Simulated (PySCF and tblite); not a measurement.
The numbers below are computed, except where a source is named.
4 diastereomers of C₅H₁₆F₄S₃Si₄, numbered alike:

```tsv
isomer	SMILES	descriptors (one enantiomer)
A	[CH3:1][Si@@H:2]([F:3])[S:4][Si@:5]([CH3:6])([F:7])[S:8][Si@:9]([CH3:10])([F:11])[S:12][Si:13]([CH3:14])([CH3:15])[F:16]	2S, 5S, 9R
B	[CH3:1][Si@H:2]([F:3])[S:4][Si@@:5]([CH3:6])([F:7])[S:8][Si@:9]([CH3:10])([F:11])[S:12][Si:13]([CH3:14])([CH3:15])[F:16]	2R, 5R, 9R
C	[CH3:1][Si@H:2]([F:3])[S:4][Si@:5]([CH3:6])([F:7])[S:8][Si@:9]([CH3:10])([F:11])[S:12][Si:13]([CH3:14])([CH3:15])[F:16]	2R, 5S, 9R
D	[CH3:1][Si@@H:2]([F:3])[S:4][Si@@:5]([CH3:6])([F:7])[S:8][Si@:9]([CH3:10])([F:11])[S:12][Si:13]([CH3:14])([CH3:15])[F:16]	2S, 5R, 9R
```

Protocol: conformer search, at most 3 conformers an isomer, GFN2-xTB geometries, energies PBE0/6-31G* (D3(BJ) added where defined), GIAO shieldings PBE0/6-31G*, weights at 298.15 K with GFN2-xTB thermal terms. Programs: PySCF with density fitting and tblite.

What shifts does each isomer give (ppm)?


A: ¹H (against TMS): 0.87 (H6, 3H), 0.77 (H10, 3H), 0.60 (H1, 3H), 0.55 (H15, 3H), 0.46 (H14, 3H). ¹³C (against TMS): 10.4 (C10), 10.3 (C6), 5.1 (C15), 5.1 (C14), 3.9 (C1). ¹⁹F (against CFCl3): -112.9 (F7), -122.4 (F11), -141.9 (F16), -159.4 (F3). ²⁹Si (against TMS): 55.2 (Si9), 54.9 (Si5), 49.5 (Si13), 39.5 (Si2).

B: ¹H (against TMS): 0.88 (H10, 3H), 0.75 (H6, 3H), 0.56 (H15, 3H), 0.52 (H1, 3H), 0.38 (H14, 3H). ¹³C (against TMS): 12.8 (C10), 9.6 (C6), 5.2 (C15), 4.3 (C14), 3.6 (C1). ¹⁹F (against CFCl3): -115.1 (F7), -128.8 (F11), -139.7 (F16), -157.0 (F3). ²⁹Si (against TMS): 59.1 (Si9), 50.4 (Si13), 50.3 (Si5), 37.9 (Si2).

C: ¹H (against TMS): 0.89 (H6, 3H), 0.72 (H15, 3H), 0.69 (H10, 3H), 0.58 (H1, 3H), 0.46 (H14, 3H). ¹³C (against TMS): 11.0 (C6), 9.5 (C10), 7.0 (C15), 5.4 (C1), 5.1 (C14). ¹⁹F (against CFCl3): -112.8 (F7), -117.6 (F11), -139.6 (F16), -161.0 (F3). ²⁹Si (against TMS): 57.1 (Si5), 53.8 (Si9), 50.6 (Si13), 42.0 (Si2).

D: ¹H (against TMS): 0.82 (H10, 3H), 0.77 (H6, 3H), 0.64 (H1, 3H), 0.59 (H15, 3H), 0.39 (H14, 3H). ¹³C (against TMS): 12.6 (C10), 9.6 (C6), 5.5 (C1), 5.4 (C15), 4.5 (C14). ¹⁹F (against CFCl3): -116.5 (F7), -128.1 (F11), -141.0 (F16), -161.2 (F3). ²⁹Si (against TMS): 57.9 (Si9), 53.1 (Si5), 51.2 (Si13), 39.6 (Si2). H not on carbon is left out.

Which carbons tell the isomers apart best?

C10: 10.4 in A, 12.8 in B, 9.5 in C, 12.6 in D ppm.

The conformer set may be incomplete (the search or the number kept was capped). One geometry stopped short of the force threshold. Unscaled ¹⁹F and ²⁹Si shifts at such levels can be off by tens of ppm; differences between conformers or isomers are more reliable. Shifts are unscaled: against experiment ¹³C can be off by 15 ppm or more and ¹H by 0.8 ppm. At least one structure keeps an imaginary mode at the tight-binding level.
